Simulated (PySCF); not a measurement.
**S (sulfur, neutral): UHF calculation**

Configuration: [Ne] 3s2 3p4, high-spin 3P determinant. All numbers are calculated (PySCF 2.14, no relativity, point nucleus, in aug-cc-pwCVTZ (8s7p5d3f, 75 functions)).

* Total energy: -397.510159 hartree
* One-electron energy: -549.3780 hartree
* Hartree (Coulomb) energy: 176.9013 hartree
* Exchange energy: -25.0334 hartree
* Kinetic energy: 397.50468 hartree
* ⟨S²⟩: 2.0135
* ⟨L²⟩: 2.050
* Sum of ⟨r⟩: 15.48 bohr
* Sum of ⟨r²⟩: 29.21 bohr²
* Traceless quadrupole moment −½Σ⟨3z² − r²⟩ along its main axis: -2.18 e·bohr²
* Density at the nucleus (Gaussians lack the cusp): 2630 bohr⁻³
* Spin density at the nucleus: -0.0206 bohr⁻³
* Langevin diamagnetic susceptibility: -23.1 ×10⁻⁶ cm³/mol

```csv
shell,electrons,mean orbital energy (hartree),spread (hartree),"rms radius, mean of both spins (bohr)"
1s α,1,-92.01380,0,0.113
1s β,1,-91.99472,0,0.113
2s α,1,-9.01329,0,0.518
2s β,1,-8.99456,0,0.518
2p α,3,-6.69946,0.02044,0.492
2p β,3,-6.66446,0.01671,0.492
3s α,1,-0.99015,0,1.86
3s β,1,-0.77428,0,1.86
3p α,3,-0.46333,0.07127,2.25
3p β,1,-0.37973,0,2.25
```

Spin-orbit constants ζ (cm⁻¹) from the X2C one-electron operator on these orbitals (non-relativistic here): bare nucleus, nucleus screened by l(l+1)(2l+1)/3 electrons, and screened by the Breit-Pauli mean field of the electrons.

```
shell   bare  screened nucleus  mean field
   2p   7372              6450        6027
   3p  457.1             400.0       367.6
```

To first order the Landé constant is A = -183.8 cm⁻¹, so the lowest level has J = 2 and lies 0.0228 eV below the centre of the term. This holds in LS coupling only.
